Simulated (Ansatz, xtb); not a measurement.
Relative energy of two isomers of CHCl2F2Si+

Structure a is `F[SiH](F)[C+](Cl)Cl`, a singlet and structure b is `F[CH+][Si](F)(Cl)Cl`, a singlet. Both are isolated ions in the gas phase, relaxed with B3LYP/6-31G*; the shapes shown needn't be the lowest conformers.

a (Å):

```yaml
atoms:
  - { symbol: C, position_ang: [0.4960, -0.1978, -2.5732] }
  - { symbol: Cl, position_ang: [0.4045, 1.1670, -3.5041] }
  - { symbol: Cl, position_ang: [1.9653, -0.9201, -2.3080] }
  - { symbol: F, position_ang: [-2.0013, -1.2924, -3.0738] }
  - { symbol: F, position_ang: [-1.7223, 0.2675, -0.9750] }
  - { symbol: Si, position_ang: [-1.1510, -0.9636, -1.7834] }
  - { symbol: H, position_ang: [-0.7773, -2.1210, -0.9735] }
```

b (Å):

```yaml
atoms:
  - { symbol: C, position_ang: [-1.8841, 1.5566, -2.0205] }
  - { symbol: Cl, position_ang: [-1.5570, 1.1123, 0.8038] }
  - { symbol: Cl, position_ang: [-4.0671, -0.4859, -0.9230] }
  - { symbol: F, position_ang: [-0.8704, 1.6133, -2.7716] }
  - { symbol: F, position_ang: [-1.1221, -1.0501, -1.2610] }
  - { symbol: Si, position_ang: [-2.1520, 0.0578, -0.8119] }
  - { symbol: H, position_ang: [-2.4930, 2.4716, -2.0635] }
```

Problem. Estimate which is lower in electronic energy at CCSD(T)/def2-SVP + ΔMP2/def2-TZVPP, and by roughly how much.

Solution. The CCSD(T)/def2-SVP + ΔMP2/def2-TZVPP calculation puts structure b lower, by 3.3 kcal/mol.

How the difference moves with the method:

```json
{"level": "B3LYP/6-31G*", "geometry": "B3LYP/6-31G*", "E(b) − E(a) (kcal/mol)": "−5.6", "departure from the last row (kcal/mol)": "−2.4", "job, with rough time for the two": "optimisation, 1.8 min"}
{"level": "HF/def2-SVP", "geometry": "B3LYP/6-31G*", "E(b) − E(a) (kcal/mol)": "−19.4", "departure from the last row (kcal/mol)": "−16.2", "job, with rough time for the two": "part of the CCSD(T) run"}
{"level": "MP2/def2-SVP", "geometry": "B3LYP/6-31G*", "E(b) − E(a) (kcal/mol)": "−5.2", "departure from the last row (kcal/mol)": "−1.9", "job, with rough time for the two": "part of the CCSD(T) run"}
{"level": "CCSD(T)/def2-SVP", "geometry": "B3LYP/6-31G*", "E(b) − E(a) (kcal/mol)": "−5.9", "departure from the last row (kcal/mol)": "−2.6", "job, with rough time for the two": "single point"}
{"level": "CCSD(T)/def2-SVP + ΔMP2/def2-TZVPP", "geometry": "B3LYP/6-31G*", "E(b) − E(a) (kcal/mol)": "−3.3", "departure from the last row (kcal/mol)": "", "job, with rough time for the two": "single point, 62 s"}
```

As drawn, b has 1 C–F, 2 Cl–Si, 1 C–H in place of 1 F–Si, 2 C–Cl, 1 Si–H.

The levels shown agree on the order. The largest departure from CCSD(T)/def2-SVP + ΔMP2/def2-TZVPP is that of HF/def2-SVP, 16.2 kcal/mol. A small imaginary or near-zero mode remains, so no thermal terms are given. Levels run at GFN2-xTB geometries aren't shown. The last row adds to CCSD(T) the change of the MP2 difference between the two basis sets, here +2.6 kcal/mol.

The correlated steps freeze 18 core orbitals. Run with Ansatz 0.2.0; the last row on 1 thread of Arm Neoverse V2 on a shared host.
